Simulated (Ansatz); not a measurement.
**Nudged elastic band run: CH₆ClGa**

input.yaml

```yaml
crystal:
  periodic: [false, false, false]
  atoms:
    - { symbol: Ga, position_ang: [-0.046348, 0.251409, 0.068682] }
    - { symbol: H, position_ang: [-0.117712, 0.563777, 1.621981] }
    - { symbol: H, position_ang: [1.351569, 0.367433, -0.652623] }
    - { symbol: C, position_ang: [-1.725443, 0.045082, -0.965202] }
    - { symbol: H, position_ang: [-2.49674, -0.482691, -0.383117] }
    - { symbol: H, position_ang: [-2.123177, 1.04462, -1.2137] }
    - { symbol: H, position_ang: [-1.56141, -0.492762, -1.911804] }
    - { symbol: Cl, position_ang: [0.222722, -2.53432, 0.789221] }
    - { symbol: H, position_ang: [0.184439, -2.155747, 2.024862] }
basis:
  gaussian: { orbitals: def2-SVP }
hamiltonian:
  xc: b3lyp
  dispersion: d4
neb:
  order_check: false
  images: 7
  f_tol: 0.03
  max_iterations: 60
  final_atoms:
    - { symbol: Ga, position_ang: [0.14433991, -0.59766316, -0.4543001] }
    - { symbol: H, position_ang: [-0.31741461, 0.22873818, 2.11534081] }
    - { symbol: H, position_ang: [1.46580102, 0.23992974, -0.44626757] }
    - { symbol: C, position_ang: [-1.69011797, -0.07772911, -0.93015211] }
    - { symbol: H, position_ang: [-2.41810127, -0.70855603, -0.3982858] }
    - { symbol: H, position_ang: [-1.88025529, 0.98241461, -0.70041847] }
    - { symbol: H, position_ang: [-1.83591454, -0.22509738, -2.0139579] }
    - { symbol: Cl, position_ang: [0.42472637, -2.71274324, 0.02696555] }
    - { symbol: H, position_ang: [-0.20516364, -0.52249261, 2.17937559] }
  initial_path:
    images:
      - { positions_ang: [[-0.046348, 0.251409, 0.068682], [-0.117712, 0.563777, 1.621981], [1.351569, 0.367433, -0.652623], [-1.725443, 0.045082, -0.965202], [-2.49674, -0.482691, -0.383117], [-2.123177, 1.04462, -1.2137], [-1.56141, -0.492762, -1.911804], [0.222722, -2.53432, 0.789221], [0.184439, -2.155747, 2.024862]] }
      - { positions_ang: [[-0.03396347, 0.18710576, 0.05125239], [-0.08614834, 0.4201829, 1.69622328], [1.35381494, 0.27189108, -0.68692932], [-1.72263424, 0.03641266, -0.97045529], [-2.44283232, -0.59105532, -0.47677458], [-2.16997817, 1.00700254, -1.07951093], [-1.54984436, -0.35399394, -1.95309002], [0.19011943, -2.50490756, 0.79031556], [0.14936653, -1.86583713, 2.00726892]] }
      - { positions_ang: [[-0.02157893, 0.12280252, 0.03382278], [-0.05458467, 0.27658881, 1.77046555], [1.35606088, 0.17634917, -0.72123564], [-1.71982549, 0.02774332, -0.97570858], [-2.38892463, -0.69941963, -0.57043217], [-2.21677935, 0.96938508, -0.94532186], [-1.53827872, -0.21522588, -1.99437604], [0.15751686, -2.47549513, 0.79141012], [0.11429406, -1.57592726, 1.98967584]] }
      - { positions_ang: [[-0.0091944, 0.05849929, 0.01639317], [-0.02302101, 0.13299471, 1.84470783], [1.35830682, 0.08080725, -0.75554196], [-1.71701673, 0.01907398, -0.98096186], [-2.33501695, -0.80778395, -0.66408975], [-2.26358052, 0.93176762, -0.8111328], [-1.52671309, -0.07645782, -2.03566206], [0.12491429, -2.44608269, 0.79250469], [0.07922158, -1.28601739, 1.97208275]] }
      - { positions_ang: [[0.00319014, -0.00580395, -0.00103644], [0.00854266, -0.01059938, 1.91895011], [1.36055276, -0.01473467, -0.78984829], [-1.71420797, 0.01040464, -0.98621515], [-2.28110927, -0.91614826, -0.75774734], [-2.31038169, 0.89415016, -0.67694373], [-1.51514745, 0.06231025, -2.07694809], [0.09231172, -2.41667025, 0.79359925], [0.04414911, -0.99610752, 1.95448967]] }
      - { positions_ang: [[0.03847758, -0.15376875, -0.11435236], [-0.07294666, 0.04923501, 1.96804778], [1.38686482, 0.04893143, -0.70395311], [-1.70818547, -0.0116288, -0.97219939], [-2.31535727, -0.86425021, -0.66788195], [-2.20285009, 0.91621627, -0.68281241], [-1.59533922, -0.00954166, -2.06120054], [0.17541538, -2.4906885, 0.60194082], [-0.01817907, -0.8777038, 2.01071115]] }
      - { positions_ang: [[0.07376503, -0.30173355, -0.22766827], [-0.15443598, 0.1090694, 2.01714546], [1.41317689, 0.11259754, -0.61805793], [-1.70216297, -0.03366223, -0.95818363], [-2.34960527, -0.81235215, -0.57801657], [-2.09531849, 0.93828238, -0.6886811], [-1.67553099, -0.08139357, -2.04545299], [0.25851905, -2.56470675, 0.4102824], [-0.08050726, -0.75930007, 2.06693263]] }
      - { positions_ang: [[0.10905247, -0.44969836, -0.34098419], [-0.2359253, 0.16890379, 2.06624313], [1.43948896, 0.17626364, -0.53216275], [-1.69614047, -0.05569567, -0.94416787], [-2.38385327, -0.76045409, -0.48815118], [-1.98778689, 0.9603485, -0.69454978], [-1.75572276, -0.15324548, -2.02970545], [0.34162271, -2.638725, 0.21862397], [-0.14283545, -0.64089634, 2.12315411]] }
      - { positions_ang: [[0.14433991, -0.59766316, -0.4543001], [-0.31741461, 0.22873818, 2.11534081], [1.46580102, 0.23992974, -0.44626757], [-1.69011797, -0.07772911, -0.93015211], [-2.41810127, -0.70855603, -0.3982858], [-1.88025529, 0.98241461, -0.70041847], [-1.83591454, -0.22509738, -2.0139579], [0.42472637, -2.71274324, 0.02696555], [-0.20516364, -0.52249261, 2.17937559]] }
```

Launched with:

```bash
$ ansatz run input.yaml --threads 2 --pin off --max-ram 3072MiB --backend cpu --events-out ev --progress --plain --runs-dir out
```

Output, in part (warnings, iteration lines, the closing report on the highest movable image, with atoms numbered from 0):

```
NEB end point (image 0): max|allowed force component| = 1.332e-2 eV/Å (the criterion of neb.relax_end_points is 1.000e-2)
NEB end point (image 8): max|allowed force component| = 2.173e-2 eV/Å (the criterion of neb.relax_end_points is 1.000e-2)
NEB iter   1: max|band force component| = 2.714e0 eV/Å  barrier→ = 0.9641 eV  barrier← = 1.9948 eV  Δτ_max = 0.2000 Å  (226 SCF iters)
NEB iter   2: max|band force component| = 1.045e0 eV/Å  barrier→ = 0.3084 eV  barrier← = 1.3391 eV  Δτ_max = 0.2000 Å  (190 SCF iters)
NEB iter   3: max|band force component| = 8.629e-1 eV/Å  barrier→ = 0.1779 eV  barrier← = 1.2087 eV  Δτ_max = 0.1261 Å  (183 SCF iters)
NEB iter   4: max|band force component| = 5.479e-1 eV/Å  barrier→ = 0.1874 eV  barrier← = 1.2182 eV  CI = image 4  Δτ_max = 0.1415 Å  (180 SCF iters)
NEB iter   5: max|band force component| = 3.673e-1 eV/Å  barrier→ = 0.2177 eV  barrier← = 1.2484 eV  CI = image 4  Δτ_max = 0.0356 Å  (187 SCF iters)
NEB iter   6: max|band force component| = 1.439e-1 eV/Å  barrier→ = 0.2110 eV  barrier← = 1.2418 eV  CI = image 4  Δτ_max = 0.0511 Å  (168 SCF iters)
NEB iter   7: max|band force component| = 7.438e-2 eV/Å  barrier→ = 0.2091 eV  barrier← = 1.2399 eV  CI = image 4  Δτ_max = 0.0402 Å  (169 SCF iters)
NEB iter   8: max|band force component| = 6.623e-2 eV/Å  barrier→ = 0.2081 eV  barrier← = 1.2388 eV  CI = image 4  Δτ_max = 0.0226 Å  (173 SCF iters)
NEB iter   9: max|band force component| = 3.111e-2 eV/Å  barrier→ = 0.2080 eV  barrier← = 1.2388 eV  CI = image 4  Δτ_max = 0.0112 Å  (158 SCF iters)
NEB iter  10: max|band force component| = 1.529e-2 eV/Å  barrier→ = 0.2080 eV  barrier← = 1.2388 eV  CI = image 4  Δτ_max = 0.0000 Å  (331 SCF iters)
Total energy: -66025.79599581 eV, -2426.4032489540 hartree
Atom 0 at     0.012501    -0.054872    -0.023374 Å, force     0.001439    -0.001350     0.001234 eV/Å
Atom 1 at    -0.136872    -0.069798     1.674198 Å, force    -0.001176     0.000871     0.002622 eV/Å
Atom 2 at     1.458289     0.361371    -0.432848 Å, force     0.003774     0.001770     0.000170 eV/Å
Atom 3 at    -1.728495     0.006312    -0.930839 Å, force    -0.006884     0.014875     0.003743 eV/Å
Atom 4 at    -2.464215    -0.605856    -0.389733 Å, force    -0.000031    -0.002560    -0.000240 eV/Å
Atom 5 at    -2.095547     1.044785    -0.972545 Å, force     0.002851    -0.005494     0.000494 eV/Å
Atom 6 at    -1.638224    -0.369363    -1.961380 Å, force    -0.000844    -0.005191    -0.005200 eV/Å
Atom 7 at     0.255419    -2.495484     0.841672 Å, force     0.002548    -0.011643    -0.001159 eV/Å
Atom 8 at     0.025044    -1.210295     1.573151 Å, force    -0.001676     0.008722    -0.001663 eV/Å
Dipole moment:    -0.181026     0.304143    -0.096589 e Å
```

The run converged. A vibrational analysis at the climbing image gives one clearly imaginary mode, 769i cm⁻¹: a first-order saddle point. The orbitals stay closed-shell, which can raise the energy where a bond breaks towards radicals; this wasn't checked here.

Final band (atoms are numbered from 1 in the order of the input):

```tsv
image	path coordinate (Å)	energy (eV)	Ga1–H2 (Å)	Cl8–H9 (Å)	Ga1–Cl8 (Å)
0	0.00	0.000	1.59	1.29	2.89
1	0.36	0.011	1.59	1.29	2.89
2	0.72	0.034	1.60	1.30	2.91
3	1.08	0.092	1.62	1.34	2.81
4	1.44	0.208	1.70	1.50	2.60
5	1.88	-0.293	1.92	1.90	2.38
6	2.33	-0.833	2.21	2.31	2.24
7	2.77	-1.007	2.51	2.75	2.20
8	3.21	-1.031	2.74	3.13	2.19
```

Run time: 3.4 min on 2 threads of Intel(R) Xeon(R) Platinum 8259CL CPU @ 2.50GHz (Skylake/Cascade Lake), with other jobs on the host, peak memory 0.25 GiB.
